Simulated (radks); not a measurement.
Computed order of ionisation of calcium. At each step one electron was removed from each of the four highest sub-shells of the ion before, moves of one valence electron (up to charge 6) and the configuration listed by NIST were tried, and the lowest configuration was kept. All-electron calculation, Dirac Kohn-Sham, relativistic LDA (MacDonald-Vosko exchange, VWN5 correlation), spin-unpolarised, spherical densities, finite nucleus; Fermi nuclear charge, rms radius of each element as measured or else 0.836 A^(1/3) + 0.57 fm. Program: a radial shooting solver on a logarithmic mesh with Libxc functionals. Sub-shells are occupied by j as written (lower j first in brackets).

species   lowest configuration found  NIST configuration  margin to the next tried (eV)  IE (eV)  NIST IE (eV)       kind
Ca                          [Ar] 4s2                same                          2.216    6.453         6.113       exp.
Ca+                         [Ar] 4s1                same                          1.304   11.939        11.872       exp.
Ca2+                            [Ar]                same                         30.370   51.167        50.913       exp.
Ca3+     [Ne] 3s2 3p(1/2: 2, 3/2: 3)                same                          0.432   68.309        67.273  semi-emp.
Ca4+     [Ne] 3s2 3p(1/2: 2, 3/2: 2)                same                          0.470   86.538          84.3  semi-emp.
Ca5+     [Ne] 3s2 3p(1/2: 2, 3/2: 1)                same                          0.510   105.75         108.8  semi-emp.
Ca6+     [Ne] 3s2 3p(1/2: 2, 3/2: 0)                same                          0.552   126.45         127.2  semi-emp.
Ca7+     [Ne] 3s2 3p(1/2: 1, 3/2: 0)                same                         20.434   147.41         147.2       exp.
Ca8+                        [Ne] 3s2                same                         20.607   189.63         188.5  semi-emp.
Ca9+                        [Ne] 3s1                same                         339.37   210.92        211.28  semi-emp.
Ca10+                           [Ne]                same                         349.16   592.19         591.6  semi-emp.
Ca11+    [He] 2s2 2p(1/2: 2, 3/2: 3)                same                          4.038   662.10           658  semi-emp.
Ca12+    [He] 2s2 2p(1/2: 2, 3/2: 2)                same                          4.268   734.63           729  semi-emp.
Ca13+    [He] 2s2 2p(1/2: 2, 3/2: 1)                same                          4.509   809.61           817  semi-emp.

Reference values: NIST Atomic Spectra Database (exp. = measured, semi-emp. = semi-empirical, theory = theoretical value adopted there). Spin polarisation and multiplet splitting are left out, so open shells lie too high by an amount that depends on their filling.

Beside tabulated values, note that spin-unpolarised runs miss the spin-polarisation part of the exchange energy of open shells.
